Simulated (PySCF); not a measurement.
Species: C₄H₃BF₂S.
Structure used (PBE0-D3(BJ)/def2-SVP), in Å, numbered top down from 1:
```xyz
11
C4H3BF2S angstrom
F     -2.761    0.685   -0.080
B     -1.816   -0.213   -0.311
F     -2.186   -1.329   -0.917
C     -0.353    0.031    0.103
C      0.735   -0.881   -0.095
C      1.927   -0.399    0.367
S      1.749    1.171    1.049
C      0.075    1.191    0.720
H      0.624   -1.859   -0.566
H      2.905   -0.879    0.346
H     -0.529    2.056    0.993
```

Computed with PBE0-D3(BJ)/def2-SVP geometry optimisation, gas phase (PySCF 2.14.0).

Masses are those of the commonest isotopes; rigid-rotor values at the optimised geometry. 

(1) What are A, B and C (MHz)?

(2) What kind of rotor is it?

(3) What does the inertial defect say?

(4) Which lines would a microwave search look for?

(5) Estimate the classical rotational partition function at 10 K, 25 K and 100 K.

Results:

(1) Ia = 119.28, Ib = 484.15, Ic = 603.42 u·Å²; 505379 MHz·u·Å²/I gives A = 4237, B = 1044, C = 837.5 MHz.

(2) An asymmetric top: κ = (2 × 1044 − 4237 − 837.5)/(4237 − 837.5) = -0.88.

(3) Planar: Δ = Ic − Ia − Ib = -0.01 u·Å². For a rigid frame Δ = −2 Σ m c², so it vanishes when all atoms lie in the ab plane; here none is more than 0.01 Å from it.

(4) The dipole components are |μa| = 1.91 D, |μb| = 0.29 D, |μc| = 0.00 D; the mirror of this Cs structure is the ab plane, so μc vanishes by symmetry (the 0.01 D computed is a residue) and there are no c-type lines. The squared components, which scale the intensities, stand as 1.00 : 0.02 (a : b). Some lines, for components of 0.1 D or more:

```csv
type,branch,"J(Ka,Kc)",MHz,lower level (cm⁻¹)
a,Q,"2(1,1) ← 2(1,2)",619,0.288
a,Q,"3(1,2) ← 3(1,3)",1238,0.466
a,R,"1(0,1) ← 0(0,0)",1881,0.000
b,R,"3(0,3) ← 2(1,2)",2609,0.288
b,Q,"1(1,0) ← 1(0,1)",3399,0.063
a,R,"2(1,2) ← 1(1,1)",3556,0.169
b,Q,"2(1,1) ← 2(0,2)",3615,0.188
a,R,"2(0,2) ← 1(0,1)",3753,0.063
b,Q,"3(1,2) ← 3(0,3)",3957,0.375
a,R,"2(1,1) ← 1(1,0)",3969,0.176
b,R,"1(1,1) ← 0(0,0)",5074,0.000
a,R,"3(1,3) ← 2(1,2)",5329,0.288
a,R,"3(0,3) ← 2(0,2)",5606,0.188
a,R,"3(2,2) ← 2(2,1)",5644,0.628
a,R,"3(2,1) ← 2(2,0)",5683,0.628
a,R,"3(1,2) ← 2(1,1)",5947,0.309
b,R,"2(1,2) ← 1(0,1)",6749,0.063
b,Q,"3(2,1) ← 3(1,2)",9324,0.507
b,Q,"2(2,0) ← 2(1,1)",9589,0.309
b,Q,"3(2,2) ← 3(1,3)",10514,0.466
b,R,"2(2,1) ← 1(1,0)",13548,0.176
b,R,"2(2,0) ← 1(1,1)",13764,0.169
b,R,"3(2,2) ← 2(1,1)",15223,0.309
b,R,"3(2,1) ← 2(1,2)",15891,0.288
b,Q,"3(3,0) ← 3(2,1)",16439,0.818
b,Q,"3(3,1) ← 3(2,2)",16487,0.816
b,R,"3(3,1) ← 2(2,0)",22121,0.628
b,R,"3(3,0) ← 2(2,1)",22131,0.628
```

(5) Point group Cs, symmetry number σ = 1; q = (√π/σ)·√((kT/h)³/(ABC)), k/h = 20836.6 MHz/K: 2770 at 10 K, 10900 at 25 K, 87600 at 100 K.

PBE0-D3(BJ)/def2-SVP frequencies: not computed here. These are rigid-rotor constants of the computed structure; measured ground-state constants (B0) also hold zero-point vibration. Quadrupole hyperfine structure (11B) is left out.
